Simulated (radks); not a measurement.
The numbers below are computed, except where a source is named.
All-electron atom: Zr3+ in [Kr] 6s1 (not the ground configuration). Level of theory: non-relativistic Kohn-Sham, PBEsol, spin-unpolarised, spherical densities, point nucleus; relativity is left out, which matters for an element this heavy (a radial shooting solver on a logarithmic mesh with Libxc functionals).

Normalised radial functions P(r) = r R(r), r in bohr:

r,3s,4s,4p
0.004856,0.2610,0.1058,0.0059
0.007601,0.3631,0.1472,0.0136
0.01199,0.4701,0.1905,0.0309
0.01877,0.5273,0.2134,0.0661
0.02938,0.4386,0.1767,0.1305
0.04635,0.0795,0.0296,0.2287
0.07255,-0.5125,-0.2107,0.3171
0.1136,-0.9078,-0.3614,0.2765
0.1792,-0.3574,-0.1076,-0.0353
0.2804,1.0093,0.4411,-0.4482
0.4389,1.6410,0.4388,-0.3854
0.6925,0.8982,-0.4685,0.3786
1.084,0.1748,-1.0560,0.9754
1.696,0.0086,-0.6292,0.7136
2.676,0.0001,-0.1159,0.1847
4.189,0.0000,-0.0049,0.0133
6.557,0.0000,0.0000,0.0001
10.34,0.0000,0.0000,0.0000
16.19,0.0000,0.0000,0.0000

3s: eigenvalue -424.56 eV, 2 radial nodes at r = 0.0496, 0.204 bohr, <r> = 0.470 bohr, 90 % of the charge inside 0.695 bohr. 4s: eigenvalue -87.201 eV, 3 radial nodes at r = 0.0493, 0.196, 0.564 bohr, <r> = 1.21 bohr, 90 % of the charge inside 1.76 bohr. 4p: eigenvalue -66.611 eV, 2 radial nodes at r = 0.173, 0.569 bohr, <r> = 1.33 bohr, 90 % of the charge inside 1.95 bohr.
